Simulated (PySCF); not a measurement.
# AuBr: energy against distance

Set-up: PySCF, scalar-relativistic core potentials, basis sets Au def2-TZVPP with ECP60, Br def2-TZVPP. Energies in eV from Au (5d10 6s1) + Br in their ground configurations at the same level. State: ¹Σ⁺ (singlet), closed shell.

All columns are ωB97X. A positive dipole means Au(−)Br(+).

```
R (Å)  E (eV)  μ (D)  Mulliken charge on Au (basis-dependent)  HOMO (eV)  LUMO (eV)  Mayer bond order  ⟨S²⟩
2.027  -1.401  -3.33                                     0.33      -9.72      -1.12              1.36  0.00
2.121  -2.118  -3.53                                     0.34      -9.79      -1.30              1.26  0.00
2.216  -2.501  -3.75                                     0.35      -9.85      -1.48              1.17  0.00
2.286  -2.634  -3.93                                     0.36      -9.88      -1.61              1.12  0.00
2.357  -2.675  -4.11                                     0.37      -9.90      -1.75              1.08  0.00
2.428  -2.646  -4.29                                     0.38      -9.91      -1.89              1.04  0.00
2.522  -2.533  -4.55                                     0.39      -9.90      -2.07              1.00  0.00
2.640  -2.314  -4.90                                     0.40      -9.86      -2.29              0.96  0.00
2.781  -1.993  -5.32                                     0.40      -9.79      -2.56              0.93  0.00
2.970  -1.531  -5.88                                     0.40      -9.68      -2.89              0.91  0.00
```

A fit through these points gives, at Re = 2.359 Å, μ = -4.11 D and dμ/dR = -2.62 D/Å; the reduced mass is 56.34 u.

Task: How strong is the fundamental in the double-harmonic approximation, I = 42.26·(dμ/dR)²/μred km/mol?

Result: I = 42.26·(-2.62)²/56.34 = 5.15 km/mol at ωB97X.

These are scalar-relativistic numbers at best; spin–orbit coupling would shift them, the dissociation energy most.
